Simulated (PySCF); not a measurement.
PySCF job for C4H7, SMILES [CH2]C(=C)C (connectivity only; charge and spin as stated), charge +1, multiplicity 1, PBE0/pcSseg-1. Coordinates come from a B3LYP-D3(BJ)/def2-SVP optimisation. The multiplicity is an assumed one; other spin states were not compared. The isomer is the one that the SMILES or the coordinates give; other isomers of the formula were not compared.

```python
import numpy as np
from pyscf import gto, scf, dft
from pyscf.prop.nmr import rks as nmr

mol = gto.M(
    atom='''
    C    -0.80004518    0.00143243   -1.17082406
    C    -0.04524677   -0.00072531   -0.00000001
    C    -0.80004519    0.00143244    1.17082406
    C     1.45990665   -0.00002037    0.00000000
    H    -0.32417059    0.03152871   -2.15873269
    H    -1.89527475   -0.01985614   -1.14470993
    H    -0.32417058    0.03152870    2.15873269
    H    -1.89527474   -0.01985614    1.14470993
    H     1.85882566    0.50068353   -0.89282317
    H     1.83382233   -1.03742732   -0.00000000
    H     1.85882567    0.50068353    0.89282317
    ''',
    basis='pcSseg-1',
    charge=1,
    spin=0,
    max_memory=1600,
    verbose=3,
)
mf = dft.RKS(mol, xc='pbe0')
mf.grids.level = 3
mf.conv_tol = 1e-10
mf.max_cycle = 100
mf.kernel()
n = nmr.NMR(mf)
n.verbose = 2
n.max_cycle_cphf = 60
sigma = n.kernel()
print('atom   isotropic/ppm   span/ppm')
for i, s in enumerate(sigma):
    w = np.linalg.eigvalsh((s + s.T) / 2)
    print(f'{mol.atom_symbol(i):2s}{i + 1:3d} {w.mean():14.3f} {w[2] - w[0]:11.3f}')
```

It prints:

```
converged SCF energy = -156.066298668115
atom   isotropic/ppm   span/ppm
C   1        -58.169     308.902
C   2         12.917     246.560
C   3        -58.169     308.902
C   4        162.899      34.666
H   5         21.153      13.392
H   6         21.600      11.269
H   7         21.153      13.392
H   8         21.600      11.269
H   9         28.272       9.305
H  10         28.146       8.536
H  11         28.272       9.305
```

The run converged.
